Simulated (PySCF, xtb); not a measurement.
trifluoro(methoxy)methane (C2H3F3O), SMILES COC(F)(F)F.

Harmonic wavenumbers (cm⁻¹) from xtb with GFN2-xTB at its own minimum, in rising order: 93, 163, 232, 390, 402, 528, 557, 600, 826, 1005, 1043, 1090, 1126, 1164, 1233, 1392, 1448, 1451, 2984, 2986, 3056.

Q: What does PBE0-D3(BJ)/def2-SVP (PySCF) give at its own minimum? (The exact figures need the calculation; the answer reports its results.)

A: 91, 160, 268, 445, 456, 604, 633, 677, 882, 1147, 1179, 1201, 1232, 1302, 1366, 1466, 1482, 1487, 3064, 3162, 3209. Paired by order, the mean absolute difference is 84 cm⁻¹ and the zero-point energies are 34.0 and 36.5 kcal/mol.
